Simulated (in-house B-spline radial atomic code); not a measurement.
S⁵⁺: [Ne] 4f(1 up, 0 down) (an excited or competing configuration)

Level of theory: non-relativistic B97-1, spin-polarised, spherical fractional occupations, point nucleus; calculated with a radial B-spline atomic code at the basis-set limit.

Screening seen three ways: the hydrogenic charge with the same mean radius, Z_r = [3n² - l(l+1)]/(2<r>), the one with the same energy, Z_e = n√(-2ε), and Slater's rules. Values are occupation-weighted means over spin.

```json
{"shell": "1s", "electrons": "2", "ε (eV)": "-2516.6", "<r> (bohr)": "0.09723", "Z_r": "15.43", "Z_e": "13.60", "Slater": "15.70"}
{"shell": "2s", "electrons": "2", "ε (eV)": "-308.76", "<r> (bohr)": "0.4754", "Z_r": "12.62", "Z_e": "9.53", "Slater": "11.85"}
{"shell": "2p", "electrons": "6", "ε (eV)": "-253.48", "<r> (bohr)": "0.4359", "Z_r": "11.47", "Z_e": "8.63", "Slater": "11.85"}
{"shell": "4f", "electrons": "1", "ε (eV)": "-27.177", "<r> (bohr)": "3.011", "Z_r": "5.98", "Z_e": "5.65", "Slater": "6.00"}
```

The least bound orbital is 4f up at -27.18 eV, and it is also the most diffuse (<r> = 3.011 bohr).

Caution: exact exchange at fractional occupations of open shells leaves self-interaction of up to several eV.
